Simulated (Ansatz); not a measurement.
Cd₁₃Te₁₃H₃₀. The state is a singlet with charge 0. Geometry PBE-D4/def2-SVP.

Cartesian coordinates in Å:
```
Cd -0.025 -2.258 -3.334
Cd 2.655 -4.080 0.958
Cd 5.149 -2.021 -1.871
Cd 2.443 1.492 -2.832
Cd 5.770 -1.721 1.396
Cd -4.315 -4.367 0.722
Cd -4.380 -3.060 -2.350
Cd -2.058 1.759 -2.974
Cd -4.821 -0.484 1.056
Cd -0.039 -0.110 1.002
Cd 2.017 4.145 1.826
Cd -1.609 5.656 1.907
Cd -0.556 5.675 -1.260
Te 2.493 -3.207 -1.797
Te -1.661 -3.904 -1.549
Te -0.109 -5.231 1.464
Te 0.071 0.193 -1.791
Te 2.423 -1.276 1.912
Te 4.396 0.639 -0.823
Te 1.766 3.934 -1.050
Te 4.301 2.242 2.445
Te -2.243 -1.825 1.670
Te -4.081 -0.234 -1.730
Te -2.612 3.606 -0.768
Te -4.427 2.333 2.120
Te -0.406 2.471 2.206
H 0.082 -2.425 -5.024
H 3.869 -5.034 1.703
H 6.414 -2.272 -2.984
H 5.482 -2.770 0.036
H 2.788 1.879 -4.453
H 6.336 -0.889 2.740
H -3.829 -5.512 1.851
H -5.267 -3.804 -3.599
H -5.126 -3.352 -0.437
H -2.321 2.081 -4.625
H -6.229 -1.197 1.724
H 2.116 5.565 2.782
H -2.800 5.567 3.088
H -0.804 7.028 -2.266
H -0.369 6.092 0.765
H 2.954 -4.654 -2.521
H -1.735 -5.239 -2.572
H 0.289 -6.532 0.471
H 0.592 -6.075 2.767
H 1.984 -1.641 3.495
H 5.728 1.349 -1.568
H 2.883 5.123 -1.464
H 5.360 3.345 1.738
H 4.473 3.091 3.911
H -2.285 -1.581 3.334
H -5.589 0.213 -2.327
H -3.769 4.508 -1.593
H -5.789 2.819 1.257
H -5.458 1.884 3.399
H -0.120 2.067 3.814
```

In the def2 sets Cd, Te take a core potential; there is no spin–orbit coupling. Single mean-field runs in def2-SVP, def2-TZVP are fitted with def2-universal-jkfit.

Question: Estimate the orbital energies around the gap (eV) in Ansatz with PBE-D4/def2-SVP, PBE-D4/def2-TZVP, r2SCAN-D4/def2-TZVP, PBE0-D4/def2-SVP, PBE0-D4/def2-TZVP.

Answer: 
```tsv
orbital	PBE-D4/def2-SVP	PBE-D4/def2-TZVP	r2SCAN-D4/def2-TZVP	PBE0-D4/def2-SVP	PBE0-D4/def2-TZVP
HOMO−5	-6.00	-6.01	-6.25	-6.97	-6.95
HOMO−4	-5.95	-5.96	-6.21	-6.93	-6.91
HOMO−3	-5.95	-5.96	-6.21	-6.93	-6.91
HOMO−2	-5.88	-5.88	-6.12	-6.83	-6.81
HOMO−1	-5.88	-5.88	-6.11	-6.82	-6.80
HOMO	-5.88	-5.88	-6.11	-6.82	-6.79
LUMO	-2.88	-2.91	-2.74	-2.24	-2.25
LUMO+1	-2.66	-2.67	-2.53	-1.98	-1.96
LUMO+2	-2.52	-2.54	-2.40	-1.83	-1.84
LUMO+3	-2.52	-2.54	-2.40	-1.83	-1.84
LUMO+4	-2.42	-2.48	-2.33	-1.72	-1.75
LUMO+5	-2.27	-2.33	-2.20	-1.56	-1.61
```
